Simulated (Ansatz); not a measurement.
`[F][Al]([SH])[Cl]` and `[F][Al]([Cl])[GeH3]` differ in one atom or group.

Ansatz, PBE0-D4/def2-TZVP geometries, multiplicity 1. Each molecule was computed in one conformer, which needn't be the lowest.

Scalar relativity is left out up to krypton.

| property | `[F][Al]([SH])[Cl]` |
| --- | --- |
| LUMO energy (PBE0/def2-TZVPP) / eV | -1.04 |
| HOMO–LUMO gap (ωB97M-V/def2-TZVPP) / eV | 11.14 |
| HOMO–LUMO gap (B3LYP/def2-TZVPP) / eV | 6.71 |
| size of the dipole moment (B3LYP/def2-TZVPP) / D | 1.39 |
| LUMO energy (B3LYP/def2-TZVPP) / eV | -1.32 |
| HOMO–LUMO gap (PBE/def2-TZVPP) / eV | 5.19 |

Question: What does the change do to each property? (Estimate.)

Answer: Ansatz gave: 
```csv
property,`[F][Al]([Cl])[GeH3]`,shift
LUMO energy (PBE0/def2-TZVPP) / eV,-1.58,-0.54
HOMO–LUMO gap (ωB97M-V/def2-TZVPP) / eV,10.57,-0.57
HOMO–LUMO gap (B3LYP/def2-TZVPP) / eV,6.47,-0.24
size of the dipole moment (B3LYP/def2-TZVPP) / D,1.53,0.14
LUMO energy (B3LYP/def2-TZVPP) / eV,-1.76,-0.44
HOMO–LUMO gap (PBE/def2-TZVPP) / eV,5.00,-0.19
```

With PBE0 the HOMO falls by 0.13 eV and the LUMO falls by 0.54 eV, so the gap narrows by about 0.41 eV. PBE moves the HOMO by -0.23 eV and ωB97M-V by 0.05 eV. Dipoles are sizes alone; their direction can turn.

B3LYP here is the variant with VWN-RPA as its local correlation; programs differ in this.
